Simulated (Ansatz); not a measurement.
Ansatz results at the PBE0-D4/def2-TZVP geometry: HOMO energy (ωB97M-V/def2-TZVPP) -9.15 eV; LUMO energy (PBE/def2-TZVPP) -1.46 eV; size of the dipole moment (B3LYP/def2-TZVPP) 2.26 D.

Each molecule was computed in one conformer, which needn't be the lowest.

(1) Which molecule gave them?
A. `[CH3][In]([NH2])[SH]`
B. `C[CH2][InH][OH]`
C. `CC[O][InH][Cl]`
D. `[OH][In]([Br])[Br]`

Results:

(1) A. The others give `C[CH2][InH][OH]`: -9.48, -1.80, 2.76; `[OH][In]([Br])[Br]`: -10.90, -3.47, 1.13; `CC[O][InH][Cl]`: -10.18, -2.21, 1.46.

B3LYP here is the variant with VWN-RPA as its local correlation; programs differ in this.
